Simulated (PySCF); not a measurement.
C₃H₇O₂, SMILES C[C](O)CO, multiplicity 2. Coordinates come from a B3LYP-D3(BJ)/def2-SVP optimisation. The isomer is the one that the SMILES or the coordinates give; other isomers of the formula were not compared. Other conformers were not sampled.

Calculation: B3LYP-D3(BJ)/def2-SVP (PySCF).

Harmonic wavenumbers (cm⁻¹): 88, 139, 190, 328, 394, 426, 436, 589, 805, 942, 998, 1002, 1032, 1137, 1180, 1313, 1351, 1359, 1405, 1423, 1443, 1463, 1471, 2935, 2972, 3073, 3094, 3127, 3790, 3801. Rotational constants (GHz): 7.100, 3.945, 3.084; symmetry number 1.

**Question.** Work out the zero-point energy and the ideal-gas rigid-rotor harmonic-oscillator thermochemistry at 298.15 K and 1 atm.

**Answer.** ZPE = ½ Σ hcν = ½ × 43708 cm⁻¹ = 62.48 kcal/mol. H − E(el) = 67.21 kcal/mol. Entropy in cal/(mol K): translation 38.86, rotation 25.72, vibration 14.01, spin 1.38, total 79.97. G − E(el) = 43.36 kcal/mol. Cp = 24.14 cal/(mol K). Modes under 150 cm⁻¹ make the vibrational entropy uncertain.
